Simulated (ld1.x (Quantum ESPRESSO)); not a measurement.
## mercury: one change to an ultrasoft potential, before and after

Hg, ultrasoft, made with ld1.x (Quantum ESPRESSO) 7.5 (PBE, scalar-relativistic). Core [Xe] 4f14 5d10, reference 6s2 6p0. Waves: 6s (bound): rcut 1.90, rcutus 2.55 bohr; 6s channel at 0.55 Ry: rcut 1.90, rcutus 2.55 bohr; 6p (bound, empty): rcut 2.65, rcutus 2.85 bohr; 6p channel at 0.25 Ry: rcut 2.65, rcutus 2.85 bohr; 6d channel at 0.05 Ry: rcut 1.95, rcutus 2.50 bohr. Local part: all-electron potential smoothed inside 1.90 bohr (lloc = -1). Core correction: none. Augmentation charge: PSQ, radius 2.15 bohr.

Change: waves 6p (bound): rcut 2.65, rcutus 3.62 bohr; 6p channel at 0.25 Ry: rcut 2.65, rcutus 3.62 bohr.

Cutoffs: the cutoffs (Ry, on a coarse ladder) from which the occupation-weighted sum of valence levels, in a spherical-Bessel basis at the reference potential, stays within 10 and 1 mRy of its value at 400 Ry; they do not see the model core or the augmentation charge, which bear on the density cutoff. Errors are all-electron minus pseudo energies relative to the spin-unpolarised reference configuration.

Q: Predict the effect on cutoff, ghosts and configuration errors.

A: Both files are so soft that the ladder of cutoffs tells neither apart; both files keep a bound ghost (d, s); of the 5 tests that both files solve, the error grows in 1 and shrinks in 0 by more than 15 % and 0.3 meV (median size 55.2 → 48.6 meV).

```csv
quantity,base,changed
"cutoff, loose",6 Ry,6 Ry
"cutoff, tight",6 Ry,6 Ry
bound ghosts,"s, d","s, d"
"error for 6s1 6p0, meV [ΔE 10.69 eV]",+5.5,+5.5
"error for 6s1.5 6p0, meV [ΔE 4.36 eV]",-5.3,-5.3
"error for 6s1 6p1, meV [ΔE 6.04 eV]",+55,+49
"error for 6s0 6p1, meV [ΔE 18.10 eV]",+267,+315
"error for 6s0 6p2, meV [ΔE 12.58 eV]",+448,+486
lowest overlap eigenvalue by channel,"s 0.27, p 0.46, d 0.41","s 0.27, p 0.41, d 0.41"
```

 A true bound ghost makes a file unfit for plane-wave use even where its test errors are small: the radial tests pick states by their node count and pass the ghost by.
